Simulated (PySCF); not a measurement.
Species: C3H7NOSi.
SMILES: `C=NC(=C)O[SiH3]`

Torsions of this conformer, `[CH2:1]=[N:2][C:3](=[CH2:4])[O:5][SiH3:6]`: C1–N2–C3–C4 40°, N2–C3–O5–Si6 -10°.

The closed-shell ground state was solved at several levels (PySCF, density fitting, gas phase, non-relativistic). The structure is a single PBE0-D3(BJ)/def2-SVP conformer in the gas phase; no vibrational or solvent corrections.

```
              level  basis functions  total energy (Eh)  HOMO (eV)  LUMO (eV)  gap (eV)  dipole (D)
     B3LYP/pcSseg-1              144          -537.9695      -6.45      -1.75      4.70        2.23
CAM-B3LYP/def2-SVPD              183          -537.6042      -7.97      -0.46      7.51        2.26
       LDA/pcSseg-1              144          -534.7126      -5.76      -2.81      2.95        2.11
     B97-D/pcSseg-1              144          -537.7622      -5.51      -2.44      3.07        2.09
       KT2/pcSseg-1              144          -544.5067      -5.58      -2.49      3.09        2.05
     PBE0/def2-SVPD              183          -537.3054      -6.69      -1.60      5.09        2.16
```

(1) What might BHandHLYP/def2-SVPD (183 basis functions) give for the same quantities?

(2) Over all these levels, which gives the widest orbital gap and which the narrowest?

(3) How far do the dipole and the HOMO energy spread over the levels?

## Answers

(1) Total energy -537.5686 Eh, HOMO -7.64 eV, LUMO -0.49 eV, gap 7.15 eV, dipole 2.34 D.

(2) CAM-B3LYP/def2-SVPD (range-separated hybrid) has the widest, 7.51 eV, and LDA/pcSseg-1 (LDA) the narrowest, 2.95 eV. Functional and basis both differ between the two, so the spread mixes both effects.

(3) The dipole runs from 2.05 to 2.34 D (mean 2.18 D) and the HOMO from -7.97 to -5.51 eV.

The pairwise dispersion term of B97-D wasn't added to the energies; at a given geometry it leaves orbitals and properties as they are.
